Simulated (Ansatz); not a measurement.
N-methylmethanimine cation (C2H5N), SMILES C=NC (connectivity only; charge and spin as stated), charge +1, multiplicity 2.

Coordinates come from a PBE0-D3(BJ)/def2-TZVP optimisation. The spin state was assumed, not searched.

Two levels are set side by side: PBE/def2-SVPD (Ansatz, a first-principles code) and CAM-B3LYP/def2-SVPD (Ansatz). Energy differences of separate SCF runs at the same geometry; the states with an electron removed or added have multiplicity 1 and 1. Differences are taken from unrounded values.

```csv
quantity,PBE
vertical ionisation energy (eV),17.17
vertical electron affinity (eV),7.94
```

Problem. These are the PBE values. What does CAM-B3LYP give? (An estimate is asked for; the answer gives what the named calculation found.)

Solution. 
| quantity | CAM-B3LYP | PBE minus CAM-B3LYP |
|---|---|---|
| vertical ionisation energy (eV) | 17.72 | -0.55 |
| vertical electron affinity (eV) | 8.09 | -0.15 |
